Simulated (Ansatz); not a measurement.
Species: ZnF (charge 0, doublet). The spin state was set by rule; other spins were not relaxed. 
Coordinates optimised at B3LYP-D3(BJ)/def2-TZVP (Ansatz, a first-principles code):
```
Zn
F 1 1.8032
```
Charge 0, spin multiplicity 2.

Basis-set convergence of Hartree-Fock and CCSD(T) correlation energies (hartree) with Ansatz. Correlated levels leave the core frozen unless marked. UHF or UKS for open shells. Spin-orbit coupling is left out. The frozen core is the preceding noble-gas configuration, with the filled d and f shells of earlier blocks. Non-relativistic.

| basis | functions | E(HF) | E(corr, CCSD(T)) |
|---|---|---|---|
| def2-SVP | 45 | -1876.91637 | -0.46154 |
| def2-TZVPP | 95 | -1877.29579 | -0.70681 |
| def2-QZVPP | 157 | -1877.34392 | -0.76651 |

Extrapolating the two largest sets (X = 3 and 4) as X^-3: E(corr) = (64·(-0.76651) - 27·(-0.70681))/37 = -0.8101 Eh, an estimate of the basis-set limit. The largest set recovers 94.6 % of it, the smallest 57.0 %.
